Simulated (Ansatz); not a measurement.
Cost and result for the atomization energy of AlF2H3Si (`[F][Al]([F])[SiH3]`) (7 atoms, 6 bonds).

Cartesian coordinates in Å:
```
F 1.839 -1.893 0.067
Al 1.309 -0.351 -0.139
F 2.437 0.780 -0.527
Si -1.030 0.261 0.112
H -1.168 1.275 1.191
H -1.857 -0.926 0.453
H -1.531 0.854 -1.157
```

Charge 0, multiplicity 1. All single points use the PBE0-D4/def2-TZVP geometry. Program: Ansatz. All runs use 2 threads of a server CPU on a shared host. Times are those of one run each, without the atoms' runs, and a repeat can differ threefold. Electronic energies, without spin–orbit coupling; frozen cores. CCSD(T)/CBS adds CCSD(T) − MP2 in def2-TZVPP to the MP2 limit, and its time is that of the two runs behind it. T1 = 0.014.

CCSD(T)/CBS is a level of theory with its own doubt, some kJ/mol a heavy atom from the limit and from the frozen cores, so smaller differences don't rank the functionals.

```json
{"level": "LDA (SPW92)/def2-TZVPP", "functions": "188", "wall time": "1.1 s", "atomization (kcal/mol)": "634.3", "difference from CCSD(T)/CBS": "59.9", "per bond": "10.0"}
{"level": "CCSD(T)/def2-SVP", "functions": "79", "wall time": "1.9 s", "atomization (kcal/mol)": "533.1", "difference from CCSD(T)/CBS": "-41.3", "per bond": "-6.9"}
{"level": "revPBE-D4/def2-TZVPP", "functions": "188", "wall time": "1.9 s", "atomization (kcal/mol)": "554.4", "difference from CCSD(T)/CBS": "-20.0", "per bond": "-3.3"}
{"level": "BLYP-D4/def2-TZVPP", "functions": "188", "wall time": "1.9 s", "atomization (kcal/mol)": "564.7", "difference from CCSD(T)/CBS": "-9.7", "per bond": "-1.6"}
{"level": "PBE0-D4/def2-TZVPP", "functions": "188", "wall time": "2.7 s", "atomization (kcal/mol)": "558.3", "difference from CCSD(T)/CBS": "-16.1", "per bond": "-2.7"}
{"level": "BHLYP-D4/def2-TZVPP", "functions": "188", "wall time": "2.7 s", "atomization (kcal/mol)": "551.9", "difference from CCSD(T)/CBS": "-22.5", "per bond": "-3.7"}
{"level": "CAM-B3LYP-D4/def2-TZVPP", "functions": "188", "wall time": "2.9 s", "atomization (kcal/mol)": "571.2", "difference from CCSD(T)/CBS": "-3.2", "per bond": "-0.5"}
{"level": "B2PLYP/def2-TZVPP", "functions": "188", "wall time": "4.6 s", "atomization (kcal/mol)": "563.3", "difference from CCSD(T)/CBS": "-11.1", "per bond": "-1.9"}
{"level": "r2SCAN-D4/def2-TZVPP (with forces)", "functions": "188", "wall time": "4.9 s", "atomization (kcal/mol)": "570.5", "difference from CCSD(T)/CBS": "-3.9", "per bond": "-0.6"}
{"level": "r2SCANh-D4/def2-TZVPP", "functions": "188", "wall time": "4.9 s", "atomization (kcal/mol)": "565.9", "difference from CCSD(T)/CBS": "-8.5", "per bond": "-1.4"}
{"level": "MP2/def2-QZVPP", "functions": "344", "wall time": "14 s", "atomization (kcal/mol)": "580.2", "difference from CCSD(T)/CBS": "5.8", "per bond": "1.0"}
{"level": "CCSD(T)/def2-TZVPP", "functions": "188", "wall time": "50 s", "atomization (kcal/mol)": "557.7", "difference from CCSD(T)/CBS": "-16.7", "per bond": "-2.8"}
{"level": "CCSD(T)/CBS(def2)", "functions": "–", "wall time": "64 s", "atomization (kcal/mol)": "574.4", "difference from CCSD(T)/CBS": "0.0", "per bond": "0.0"}
```

From BLYP to BHLYP (50 % exact exchange), in def2-TZVPP and without D4, the atomization energy moves by −10.8 kcal/mol: exact exchange takes away binding that semilocal exchange gives to molecules. At CCSD(T), def2-SVP lies −41.3 kcal/mol from the extrapolated value and def2-TZVPP −16.8 kcal/mol: correlation converges slowly with the basis, and small sets miss more of it in the bonded molecule than in its fragments. Leaving LDA and LC-ωPBE aside and taking each functional with its dispersion term where it has one, the values, not all of them listed here, spread over 20.6 kcal/mol, from BHLYP-D4 to ωB97X-V. LDA lies +69.4 kcal/mol from PBE without D4, its usual overbinding.
